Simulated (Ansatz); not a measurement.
Basis-set extrapolation for CH3BFN (`FB1CN1`) (PBE0-D4/def2-TZVP geometry, frozen core, Ansatz 0.2.0). Multiplicity 1, RHF reference.

```json
{"": "HF", "def2-TZVPP": "-218.304589", "def2-QZVPP": "-218.314760"}
{"": "MP2 correlation", "def2-TZVPP": "-0.713565", "def2-QZVPP": "-0.769372"}
{"": "CCSD(T) correlation", "def2-TZVPP": "-0.758224", "def2-QZVPP": "not run"}
```

Energies in hartree. Use E(X) = E(∞) + A·exp(−7.88·√X) for Hartree–Fock and E(X) = E(∞) + B·X^(−2.97) for correlation, with X = 3 and 4, and add CCSD(T) minus MP2 of the smaller set to the MP2 limit.

Q: What is the CCSD(T) energy at the basis-set limit?

A: HF limit: -218.314760 + (-0.010171) × 0.13774 = -218.31616. MP2 limit: -0.769372 + (-0.055807) × 0.74074 = -0.81071. Higher-order term: -0.758224 − (-0.713565) = -0.04466. Total: -219.17153 hartree, 68.2 kcal/mol below CCSD(T)/def2-TZVPP.
